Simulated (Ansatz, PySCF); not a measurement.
Dimer: HCl (SMILES Cl) (first 2 atoms) with AsH3 (SMILES [AsH3]); geometry from B3LYP-D3(BJ)/def2-TZVP.
(charge 0, multiplicity 1):
```csv
atom,x (Å),y (Å),z (Å)
Cl,1.2079,0.5304,0.6571
H,0.7276,0.2800,1.8236
As,-0.3596,-0.2891,4.4963
H,-0.9333,0.7613,3.5494
H,-0.2595,-1.3243,3.3796
H,1.0687,0.1919,4.2567
```

Counterpoise-corrected where a basis set is named; no monomer relaxation. Rows marked so take none.

Rows in 3-21G carry no dispersion term and start afresh at each structure; the Pople sets are all-electron and without relativity.

The values were computed with Ansatz (Gaussian basis) for Hartree–Fock, density functionals and correlated methods; PySCF for 3-21G rows, the dispersion terms. 

Task: One of these levels gives 0.72 kcal/mol for the interaction energy. Which?
A) BLYP-D3(BJ)/def2-TZVPPD
B) B97M-V/def2-TZVPPD
C) HF/def2-TZVPPD
D) B3LYP/3-21G (no counterpoise)

Result: C, HF/def2-TZVPPD. The others give -1.91 (BLYP-D3(BJ)/def2-TZVPPD), -1.56 (B97M-V/def2-TZVPPD), -0.91 (B3LYP/3-21G (no counterpoise))

Ansatz is a program for electronic structure.
